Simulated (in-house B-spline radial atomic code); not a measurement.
A run on an ion of nuclear charge 63 with 63.2 electrons that did not converge. Method: scalar-relativistic (X2C) SCAN, spin-polarised, spherical fractional occupations, Fermi nucleus of rms radius 5.1115 fm; computed with an all-electron radial atomic-structure program (B-spline basis).

Command:
```bash
python run_scf.py task.json out
```
Settings (nuclear radius in fm, mass in u):
```
Z                63
configuration    [Xe] 4f7.2 6s2
hamiltonian      x2c
method           scan,scan
spin_polarised   True
nucleus          fermi
rms_radius       5.1115
atomic_mass      152.92124
speed_of_light   137.035999084
```

First and last ten iterations of the last attempt (damped for 15 steps, keeping 80 % of the old Fock matrix, then DIIS):
```
 iter        energy (Eh)    residual
    1      -10844.329822    2.82e-01
    2      -10844.347341    2.71e-03
    3      -10844.347487    2.01e-03
    4      -10844.347535    1.71e-03
    5      -10844.347556    1.46e-03
    6      -10844.347571    1.26e-03
    7      -10844.347582    1.08e-03
    8      -10844.347589    9.34e-04
    9      -10844.347595    8.06e-04
   10      -10844.347600    6.96e-04
  111      -10844.347656    1.14e-05
  112      -10844.347657    8.39e-06
  113      -10844.347652    9.70e-06
  114      -10844.347644    9.31e-06
  115      -10844.347654    1.08e-05
  116      -10844.347657    8.87e-06
  117      -10844.347658    7.33e-06
  118      -10844.347658    6.61e-06
  119      -10844.347656    1.46e-05
  120      -10844.347655    1.95e-05
 not converged after 120 iterations
```

The smallest residual met was 4.0e-06; the threshold is about 6e-07. Over the last five steps the energy moves by less than 6e-06 hartree, but the orbitals didn't meet the threshold. The likely cause: this method binds the added charge weakly or not at all at the basis-set limit, so charge moves back and forth between the atom and the box. Cost of the run: 14 s on 1 thread of Arm Neoverse N1, with other jobs on the host.
